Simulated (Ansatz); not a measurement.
System: C$_{3}$H$_{3}$N$_{2}$, net charge -1, singlet state. It need not be the lowest isomer of its formula. Whether it binds its extra electron was not tested at this geometry. 
Geometry from a B3LYP-D3(BJ)/def2-TZVP (Ansatz, a quantum-chemistry and plane-wave program) optimisation:
SMILES: [c-]1cc[nH]n1
```xyz
8

C      0.6902    -1.0993     0.0170
C      1.1609     0.2743     0.0282
C      0.0709     1.1155     0.0015
N     -1.0196     0.3101    -0.0249
N     -0.6533    -1.0420    -0.0157
H      2.1943     0.5961     0.0533
H     -0.0296     2.1932    -0.0012
H     -1.9863     0.5916    -0.0485
```
Charge -1, spin multiplicity 1.

Basis-set convergence of Hartree-Fock and CCSD(T) correlation energies (hartree) with Ansatz. Correlated levels leave the core frozen unless marked. No spin-orbit coupling. No relativistic terms.

```csv
basis,functions,E(HF),"E(corr, CCSD(T))"
aug-cc-pVDZ,142,-224.16402,-0.82667
aug-cc-pVTZ,299,-224.20995,-0.97162
aug-cc-pVQZ,538,-224.22293,-1.01484
```

Extrapolating the two largest sets (X = 3 and 4) as X^-3: E(corr) = (64·(-1.01484) - 27·(-0.97162))/37 = -1.0464 Eh, an estimate of the basis-set limit. The largest set recovers 97.0 % of it, the smallest 79.0 %.
